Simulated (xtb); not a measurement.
xtb input:

```bash
xtb mol.xyz --gfn 2 --ohess tight --chrg 0 --uhf 0
```
mol.xyz:
```
17

Si    -0.00839767    -0.03231973    -0.00534445
C     -1.12166840    -0.57503700     1.34403311
C      1.17450901     1.31117989     0.66801901
C      1.01560377    -1.44762522    -0.67714384
C     -1.00787060     0.75679257    -1.38646047
H     -0.55748973    -1.04400886     2.16810003
H     -1.71833449     0.28284027     1.71780981
H     -1.79239268    -1.30571761     0.94205192
H      1.75533067     0.87745280     1.46182447
H      1.82137185     1.64602875    -0.16259806
H      0.60072257     2.19019357     1.07187412
H      1.61912028    -1.85485728     0.17633337
H      0.27649180    -2.19151120    -1.05896762
H      1.65877115    -1.10236077    -1.42689696
H     -1.70114642    -0.07596805    -1.76684694
H     -1.57138077     1.56465578    -0.96457949
H     -0.37670784     1.06369285    -2.20858821
```

Question: Predict the final energy.

Answer: -16.38699 Eh (GFN2-xTB).
